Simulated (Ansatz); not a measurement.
```yaml
atoms:
  - { symbol: H, position_ang: [-1.7255, 0.2038, -0.0537] }
  - { symbol: P, position_ang: [-0.4615, 0.3649, 0.6544] }
  - { symbol: O, position_ang: [0.3043, -1.4780, 0.7508] }
```

Basis set: cc-pVDZ (spherical functions). Frozen core: 6 orbitals. Charge 0, multiplicity 1.

Computed with Ansatz (development build ahead of 0.2.0); the reference of a correlated method needn't be the lowest determinant of its kind. Restricted open shells among the atoms or ions are ROHF, correlated in semicanonical orbitals with singles.

Task: Give the atomization energy at this shape (free ground-state atoms in the same class of orbitals less the molecule, no zero-point energy) of singlet PHO by RHF-CCSD(T), UHF-CCSD(T).

Result:

```csv
method,atomization energy
RHF-CCSD(T),124.68 kcal/mol
UHF-CCSD(T),116.26 kcal/mol
```

Caution: large amplitudes, a single reference is doubtful; the program doubts this total; the reference determinant was not shown to be the lowest; the shape is not the minimum. Caution for RHF-CCSD(T): an unrestricted determinant lies well below; other determinants can give a lower correlated total. Caution for UHF-CCSD(T): another reference gives a lower total; the unrestricted determinant is spin contaminated.
